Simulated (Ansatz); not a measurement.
The same redistribution along the group Sc, Y.

Gas-phase electronic energies from Ansatz, PBE0-D4/def2-TZVP geometries. CBS: MP2 limit from def2 TZ/QZ plus the TZ coupled-cluster correction, frozen cores. Functionals use def2-TZVPP. def2 core potentials past Kr. For Sc, Y outer-core shells are correlated without core-valence functions, which leaves a few kJ/mol of doubt a bond. Scalar relativity is left out up to krypton. Each species was taken in one conformer, which may not be the lowest.

```
                                                                                   reaction  RPA@PBE/def2-TZVPP (eV)  CCSD/CBS(def2) (eV)  CCSD(T)/CBS(def2) (eV)
`[NH2][Sc]([NH2])[NH2]` + `[OH][AlH][SiH2]O` → `[NH2][Sc]([NH2])[OH]` + `[NH2][AlH][SiH2]O`                    -0.37                -0.40                   -0.40
  `[NH2][Y]([NH2])[NH2]` + `[OH][AlH][SiH2]O` → `[NH2][Y]([NH2])[OH]` + `[NH2][AlH][SiH2]O`                    -0.39                -0.42                   -0.42
```

Largest T1 diagnostic: 0.015, for `[NH2][Sc]([NH2])[OH]`.
